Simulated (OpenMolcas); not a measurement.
A calculation on Ne II.

```json
{
  "Program": "OpenMolcas 26.06",
  "Method": "SS-CASPT2, IPEA 0.25 Eh, imaginary shift 0.1 Eh (closed shells correlated: 1s)",
  "Basis": "ANO-RCC-VQZP [5s4p3d2f1g]",
  "Scalar Hamiltonian": "DKH2, point nucleus",
  "Active space": "7 electrons in 4 orbitals (2s 2p)",
  "State averaging": "2S+1 = 2 odd, 3 roots; 2S+1 = 2 even, 1 root",
  "Spin-orbit coupling": "RASSI with atomic mean-field integrals over the reference wave functions, term energies averaged over their components"
}
```

**Question.** Which level of the active space comes out lowest?

**Answer.** 2s2 2p5 2P* 3/2, with 100 % of that term; it is also the measured ground level.

**Question.** How high does 2s2 2p5 2P* 1/2 lie?

**Answer.** 779 cm-1 above the lowest level; measured 780 cm-1 above the ground level, so the calculation is off by 0 %.

**Question.** How high does 2s 2p6 2S 1/2 lie?

**Answer.** 221036 cm-1 above the lowest level; measured 217048 cm-1 above the ground level, so the calculation is off by +2 %.

Measured values: NIST Handbook of Basic Atomic Spectroscopic Data.

Measured partners are found by configuration, term and J. A level has none where our copy of the source lacks it or the pairing is in doubt (some pairs that miss far off the trend of their configuration count as doubtful), and it then counts in no deviation. Only configurations of the active space appear.

* marks odd parity.
